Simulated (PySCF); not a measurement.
Bonds (- single, = double, # triple, : aromatic): C1-O2, O2-C3, C3-C4, C4=O5, O5-B6, B6-O7, O7-C8, C8=C9, C9-C4. C1 carries H10, H11, H12; C3 carries H13, H14; B6 carries H15, H16; C8 carries H17; C9 carries H18. Formal charges: O5 +1, B6 -1.

- structure optimised with PBE0-D3(BJ)/def2-SVP
- shieldings: GIAO PBE0/pcSseg-1
- code: PySCF
- single conformer, averaged over atoms made equivalent by symmetry, fast rotation or ring inversion, no solvent, non-relativistic

Scale: 13C (184.41 ppm) against TMS (reference shieldings calculated alike).

Q: Do the 13C shifts follow the atomic charges (in e)? Tabulate both.

A: 
```
atoms  hybridisation  δ (ppm)  σ para (ppm)  Hirshfeld    IAO  Mulliken  ESP-fitted
   C4            sp2    198.3          -269      +0.16  +0.35     +0.17       +0.78
   C8            sp2    186.4          -254      +0.13  +0.21     +0.31       +0.50
   C9            sp2    103.4          -179      -0.12  -0.34     -0.24       -0.72
   C3            sp3     74.4          -138      +0.01  -0.07     +0.15       -0.27
   C1            sp3     58.9          -115      -0.03  -0.20     -0.03       -0.20
```

Correlation coefficients of δ with charge over these carbons: Hirshfeld +0.81, IAO +0.85, Mulliken +0.57, ESP-fitted +0.83; with the paramagnetic shielding -1.00. With so few points, grouped by hybridisation, these coefficients are fragile. Charge is one influence among several: hybridisation and low-lying excitations act through the paramagnetic term.

Shifts are as computed. Against solution values, carbons near 30 ppm lie about +2 ppm off and those near 130 ppm about +5 ppm. Of 1309 compounds with measured shifts, 239 miss one by over three times the rms of a fit or turn the order of signals round; such compounds aren't used in these exercises.
